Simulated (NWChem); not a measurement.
**Ionisation of Te (-1)**

```xyz
1

Te     0.0000     0.0000     0.0000
```
Charge -1, spin multiplicity 2.

Everything below was run with NWChem.

Basis set: def2-TZVPD. The species with one electron less has spin multiplicity 3. Δ marks differences of total energies (open shells unrestricted). −ε marks an orbital energy of the parent. That orbital need not have the symmetry of the hole or added electron in the Δ rows.

Effective core potentials replace the inner electrons of Te; spin-orbit coupling is left out. B3LYP has NWChem's definition, with VWN1-RPA local correlation. No SCF solution was tested for a lower state.

Problem. Order these methods by the first vertical ionisation energy they give, lowest first: −ε(beta HOMO) of B3LYP, ΔB3LYP, −ε(beta HOMO) of BP86, −ε(beta HOMO) of PBE.

Solution. −ε(beta HOMO) of PBE (-0.72 eV), −ε(beta HOMO) of BP86 (-0.60 eV), −ε(beta HOMO) of B3LYP (-0.03 eV), ΔB3LYP (2.14 eV)
